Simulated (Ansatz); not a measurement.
Isolated molecules relaxed with PBE0-D4/def2-TZVP in Ansatz; ΔE leaves out vibrations. CBS: MP2 limit from def2 TZ/QZ plus the TZ coupled-cluster correction, frozen cores. This one scheme is used for every species. DFT in def2-TZVPP. def2 core potentials past Kr. For In outer-core shells are correlated without core-valence functions, which leaves a few kJ/mol of doubt a bond. One conformer a species, not always the lowest.

Consider the hydrogenolysis of the In–Cl bond: `C[O][InH][Cl]` + H₂ → `C[O][InH2]` + HCl.

(1) Is it downhill or uphill in electronic energy at CCSD(T)/CBS, and by how much? (An estimate is asked.)

(2) What do these levels give: BLYP-D4, B97M-V, r2SCAN0-D4, CAM-B3LYP, HF/def2-SVP, MP2/def2-TZVPP? (Best estimate.)

Largest T1 diagnostic among the species: 0.017.

## Answers

(1) Ansatz gave: Uphill: ΔE = +1.13 eV.

(2) Computed: BLYP-D4 1.10, B97M-V 1.02, r2SCAN0-D4 1.11, CAM-B3LYP 1.00, HF/def2-SVP 1.05, MP2/def2-TZVPP 1.15 eV.

The D4 term adds +0.06 eV with B3LYP and +0.03 eV with PBE0; it sums over pairs of atoms, weighted by their polarisabilities, and B3LYP, whose exchange is more repulsive, gets the larger term. Leaving LDA and LC-ωPBE aside and taking each functional with its dispersion term where it has one, the values, not all of them listed here, spread over 0.11 eV, from B97M-V to r2SCAN-D4. LDA lies −0.07 eV from PBE without D4.

B3LYP here is the variant with VWN-RPA as its local correlation; programs differ in this.
